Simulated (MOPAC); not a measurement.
MOPAC input (PM6):

```
PM6 1SCF UHF MS=0.5 GEO-OK AUX(PRECISION=9) THREADS=1
C2H2N

C    -1.10027630 1    0.11721448 1    0.11355646 1
N     0.21721531 1   -0.02314035 1   -0.02241819 1
C     1.38591868 1   -0.14764449 1   -0.14303682 1
H    -1.62895613 1   -0.53962820 1    0.78765224 1
H    -1.60540531 1    0.88419074 1   -0.45384278 1
```

From the last part of the output:

```
                                                       MOPAC v23.2.5 Linux

          FINAL HEAT OF FORMATION =         73.46764 KCAL/MOL =     307.38859 KJ/MOL

          COSMO AREA              =         82.83 SQUARE ANGSTROMS
          COSMO VOLUME            =         63.65 CUBIC ANGSTROMS

          IONIZATION POTENTIAL    =          9.536266 EV
          ALPHA SOMO LUMO (EV)    =         -9.536  2.037
          BETA  SOMO LUMO (EV)    =        -11.883 -0.413
          NO. OF ALPHA ELECTRONS  =          8
          NO. OF BETA  ELECTRONS  =          7
          MOLECULAR WEIGHT        =         40.0445         POINT GROUP:  C2v

          MOLECULAR DIMENSIONS (Angstroms)

            Atom       Atom       Distance
            H     5    C     3     3.17951
            H     4    C     3     1.80391
            C     1    H     4     0.00000

          SCF CALCULATIONS        =          1

   ATOM   CHEMICAL          X               Y               Z
  NUMBER   SYMBOL      (ANGSTROMS)     (ANGSTROMS)     (ANGSTROMS)

     1       C         -1.10027630  *   0.11721448  *   0.11355646  *
     2       N          0.21721531  *  -0.02314035  *  -0.02241819  *
     3       C          1.38591868  *  -0.14764449  *  -0.14303682  *
     4       H         -1.62895613  *  -0.53962820  *   0.78765224  *
     5       H         -1.60540531  *   0.88419074  *  -0.45384278  *

                             CARTESIAN COORDINATES

   1    C       -1.100276300     0.117214480     0.113556460
   2    N        0.217215310    -0.023140350    -0.022418190
   3    C        1.385918680    -0.147644490    -0.143036820
   4    H       -1.628956130    -0.539628200     0.787652240
   5    H       -1.605405310     0.884190740    -0.453842780

           Empirical Formula: C2 H2 N  =     5 atoms

      MOLECULAR POINT GROUP   :   C2v

          ALPHA EIGENVALUES
 -32.38192 -26.18674 -18.74615 -16.77303 -14.67761 -12.04603 -11.90443  -9.53627
   2.03726   2.13349   2.54661   5.09555   5.41373   7.40835

           BETA EIGENVALUES
 -32.48633 -25.96078 -18.54293 -16.59391 -13.98077 -11.89626 -11.88302  -0.41321
   2.11055   2.80486   2.97369   5.28204   5.61810   7.47203

              NET ATOMIC CHARGES AND DIPOLE CONTRIBUTIONS

  ATOM NO.   TYPE          CHARGE      No. of ELECS.   s-Pop       p-Pop
    1          C          -0.206707        4.2067     1.12461     3.08210
    2          N          -0.277804        5.2778     1.45561     3.82219
    3          C           0.151955        3.8480     1.68666     2.16139
    4          H           0.166278        0.8337     0.83372
    5          H           0.166278        0.8337     0.83372
 DIPOLE           X         Y         Z       TOTAL
 POINT-CHG.    -0.769     0.082     0.079     0.777
 HYBRID        -1.526     0.163     0.157     1.542
 SUM           -2.295     0.244     0.237     2.320

          ATOMIC ORBITAL ELECTRON POPULATIONS

     Atom    s        px        py        pz
    1  C   1.12461   0.88576   1.10174   1.09460
    2  N   1.45561   1.09203   1.36813   1.36204
    3  C   1.68666   0.95580   0.60525   0.60034
    4  H   0.83372
    5  H   0.83372

                    (SZ)    =    0.500000
                    (S**2)  =    0.765031

          ATOMIC ORBITAL SPIN POPULATIONS

    Atom   Total    s     px     py     pz
         Atomic
    1  C  0.9326  0.021  0.046  0.377  0.488
    2  N -0.1241 -0.012 -0.020 -0.044 -0.049
    3  C  0.2530 -0.001  0.011  0.108  0.134
    4  H -0.0308 -0.031
    5  H -0.0308 -0.031

 **********************
 *                    *
 * JOB ENDED NORMALLY *
 *                    *
 **********************

 == MOPAC DONE ==
```

The geometry given is a B3LYP-D3(BJ)/def2-TZVP minimum.
